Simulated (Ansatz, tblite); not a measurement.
Spin states of the cluster Si₇⁻ (the lowest doublet isomer of a short search), each relaxed with PBE-D4/def2-SVPD in Ansatz. Electronic energies in the gas phase.

The xTB rows come from tblite. The structure comes from a short search, and lower isomers may exist.

Doublet geometry:

```tsv
atom	x (Å)	y (Å)	z (Å)
Si1	-0.3102	0.2431	1.0765
Si2	-0.5202	-1.6319	2.3913
Si3	0.7260	1.4313	-0.8225
Si4	0.0633	-0.9019	-1.2443
Si5	-1.3863	-1.9235	0.2202
Si6	0.2630	2.4625	1.1767
Si7	1.1644	0.3204	-2.7979
```

Quartet geometry:

```tsv
atom	x (Å)	y (Å)	z (Å)
Si1	-0.307	-0.802	-0.814
Si2	-2.136	-0.030	-1.999
Si3	1.398	-0.652	1.015
Si4	0.474	1.565	-0.203
Si5	-1.839	1.131	0.028
Si6	0.873	-2.626	-0.014
Si7	1.537	1.414	1.988
```

⟨S²⟩: doublet 0.77 at PBE0-D4/def2-TZVPD (pure 0.75), quartet 3.79 at PBE0-D4/def2-TZVPD (pure 3.75).

Run but left out: HF/STO-3G, HF/def2-SVPD, HF/def2-TZVPD, MP2/def2-SVPD, MP2/def2-TZVPD, CCSD/def2-SVPD, CCSD(T)/def2-SVPD (doublet: ⟨S²⟩ 1.42 to 2.23, where a pure state has 0.75).

Only these spin states were relaxed. The quartet has other bonds than the doublet, so the gap mixes isomer and spin.

| level | quartet − doublet (kJ/mol) | lowest of these |
| --- | --- | --- |
| GFN2-xTB | 81.5 | doublet |
| PBE-D4/def2-TZVPD | 76.1 | doublet |
| r2SCAN-D4/def2-TZVPD | 78.8 | doublet |
| B97M-V/def2-TZVPD | 87.1 | doublet |
| PBE0-D4/def2-TZVPD | 75.9 | doublet |

Change of the quartet − doublet gap on mixing in exact exchange, in kJ/mol: PBE to PBE0 (25 % exact exchange) -0.3.

The xTB methods have no spin-polarisation term.
